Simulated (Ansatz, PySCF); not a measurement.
cyclopropanecarbaldehyde (C4H6O), SMILES C1C(C=O)C1.

Coordinates come from a B3LYP-D3(BJ)/def2-SVP optimisation. Other conformers were not sampled.

Vertical ionisation energy (IE) and electron affinity (EA) in eV. Rows of orbital energies are one-electron estimates. Where ΔSCF, EOM or ADC give a negative EA the extra electron is unbound and the value depends on the basis.

```json
[
 {"level": "−ε(HOMO), −ε(LUMO), ωB97X/def2-TZVP (PySCF)", "IE": "9.90", "EA": "-1.51"},
 {"level": "−ε(HOMO), −ε(LUMO), PBE/def2-TZVP (PySCF)", "IE": "5.83", "EA": "1.92"},
 {"level": "ΔSCF, PBE0/def2-SVPD (Ansatz), final states of multiplicity 2 and 2", "IE": "…", "EA": "…"},
 {"level": "ΔSCF, PBE/def2-SVPD (Ansatz), final states of multiplicity 2 and 2", "IE": "9.56", "EA": "-1.05"}
]
```

Problem. Fill in the missing entries. (Estimate from the structure and the level; the computed values follow.)

Solution. 
- ΔSCF, PBE0/def2-SVPD (Ansatz, a quantum-chemistry and plane-wave program), final states of multiplicity 2 and 2, IE: 9.78
- ΔSCF, PBE0/def2-SVPD (Ansatz), final states of multiplicity 2 and 2, EA: -1.13

Problem. What vertical singlet–triplet gap does ΔSCF give with PBE0/def2-SVPD (Ansatz) and with PBE/def2-SVPD (Ansatz)? (The exact figures need the calculation; the answer reports its results.)

Solution. 3.67 and 3.70 eV (triplet above singlet where positive).
